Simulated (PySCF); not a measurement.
**Steps of a relaxation of [GdH4]−**

[GdH4]− (singlet in the valence; each metal's 4f electrons, 7 of them, lie in its core potential, out of spins and levels). PySCF 2.14.0, RKS PBE0, Gd lcecp-1-SVP with ECP53, H def2-SVP; non-relativistic Hamiltonian with scalar-relativistic core potentials where named; density fitting; no spin-orbit coupling. Origin of the start: template. Columns: position (Å) and force (eV/Å). Energies are counted from the last step; some of the 4 steps are shown. Forces carry noise of the integration grid, about 0.01 to 0.03 eV/Å.

Run from Python with OMP_NUM_THREADS=2. Where DIIS fails, smearing, a level shift and second-order steps follow.
It took 4 s on 2 threads of Intel(R) Xeon(R) Platinum 8488C (Sapphire Rapids), on a shared host, from the converged density of the start.

```xyz
5
step 0  E = 0.120 eV
Gd    0.0000    0.0000    0.0000     0.00    0.00    0.00
H     1.2774    1.2774    1.2774    -0.33   -0.33   -0.33
H    -1.2774   -1.2774    1.2774     0.33    0.33   -0.33
H     1.2774   -1.2774   -1.2774    -0.33    0.33    0.33
H    -1.2774    1.2774   -1.2774     0.33   -0.33    0.33
```

```xyz
5
step 1  E = 0.055 eV
Gd    0.0000    0.0000    0.0000     0.00    0.00    0.00
H     1.2583    1.2583    1.2583    -0.23   -0.23   -0.23
H    -1.2583   -1.2583    1.2583     0.23    0.23   -0.23
H     1.2583   -1.2583   -1.2583    -0.23    0.23    0.23
H    -1.2583    1.2583   -1.2583     0.23   -0.23    0.23
```

```xyz
5
step 2  E = 0.000 eV
Gd    0.0000    0.0000    0.0000     0.00    0.00    0.00
H     1.2170    1.2170    1.2170     0.02    0.02    0.02
H    -1.2170   -1.2170    1.2170    -0.02   -0.02    0.02
H     1.2170   -1.2170   -1.2170     0.02   -0.02   -0.02
H    -1.2170    1.2170   -1.2170    -0.02    0.02   -0.02
```

Where does the relaxation end?

It converges at step 3 in Td:
```xyz
5
step 3  E = 0
Gd    0.0000    0.0000    0.0000
H     1.2202    1.2202    1.2202
H    -1.2202   -1.2202    1.2202
H     1.2202   -1.2202   -1.2202
H    -1.2202    1.2202   -1.2202
```

How did the contacts change?


```
   contact  start (Å)  end (Å)
Gd1–H2 (H)      2.213    2.113
Gd1–H3 (H)      2.213    2.113
Gd1–H4 (H)      2.213    2.113
Gd1–H5 (H)      2.213    2.113
```


An lcecp potential fixes the number of 4f electrons, so in runs with it no electron can move into or out of that shell.
